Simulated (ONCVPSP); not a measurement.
**Configuration tests for Cu (ONCV)**

- Element: copper (Cu)
- Generator: ONCVPSP 4.0.1
- Type: optimised norm-conserving Vanderbilt (ONCV)
- Functional: PBE
- Relativity: scalar-relativistic
- Frozen core: [Ne]
- Valence charge: 19
- Reference configuration: 3s2 3p6 3d10 4s0.5 (charge +0.5)
- Partial waves: 3s+4s: rc 1.05 bohr, ncon 4, nbas 8, qcut 14.4 1/bohr, 3 projectors, debl 4 Ha; 3p: rc 1.20 bohr, ncon 3, nbas 8, qcut 9 1/bohr, 2 projectors, debl 2.9 Ha; 3d: rc 1.50 bohr, ncon 3, nbas 7, qcut 8.3 1/bohr, 1 projector; f scattering state at 0.04 Ha: rc 1.55 bohr, ncon 4, nbas 7, qcut 7.1 1/bohr, 1 projector
- Local potential: polynomial inside 0.85 bohr (lpopt 5, dvloc0 0 Ha)
- Core correction: none

Energies are relative to the spin-unpolarised reference configuration 3s2 3p6 3d10 4s0.5; without spin polarisation the order of configurations can differ from experiment.

```csv
valence configuration,charge,ΔE all-electron (eV),error AE − PS (meV)
3s2 3p6 3d10 4s1,0,-3.164,+0.5
3s2 3p6 3d10 4s0,+1,4.986,+2.5
```

Q: What are ΔE and the potential's error for 3s2 3p6 3d9 4s0?

A: ΔE = 26.319 eV all-electron; the error (AE − PS) is -28 meV.

Q: What are ΔE and the potential's error for 3s2 3p6 3d9 4s2?

A: ΔE = -1.192 eV all-electron; the error (AE − PS) is +57 meV.
